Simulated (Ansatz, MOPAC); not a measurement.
Molecule: KI (charge 0, singlet). SMILES: [I][K]
Geometry: optimised at B3LYP-D3(BJ)/def2-TZVP (Ansatz, an electronic-structure program).

Wanted: vertical electron affinity to the doublet, in eV. Set-up: spin-orbit terms left out; valence correlation only (noble-gas shells and the d and f shells of earlier blocks; the outer core of K, Ca and congeners matters and is frozen too); def2 sets with scalar-relativistic core potentials past Kr; UHF or UKS for open shells; LANL2DZ with its own core potentials from Na on; each state is the SCF solution reached for its charge and spin; STO-3G and 3-21G all-electron and non-relativistic. Ab initio and DFT rows: single points at B3LYP-D3(BJ) geometries (Ansatz). Semi-empirical rows: differences of heats of formation at the shared geometry for vertical values.

```tsv
level	program	vertical electron affinity to the doublet (eV)
AM1	MOPAC	1.02
PM3	MOPAC	0.09
PM6	MOPAC	0.23
PBE/LANL2DZ	Ansatz	0.82
B3LYP/STO-3G	Ansatz	-2.85
MP2/LANL2DZ	Ansatz	0.52
PBE0/def2-TZVPD	Ansatz	0.75
wB97M-V/def2-TZVPD	Ansatz	0.49
```

No value to compare with is used here. The 6 habitual levels span -2.85 (B3LYP/STO-3G) to 1.02 eV (AM1); PBE0/def2-TZVPD gives 0.75.

The levels are drawn from those run, B3LYP/6-31G* more often than the rest, none by its result; runs whose electronic state is in doubt are left out.
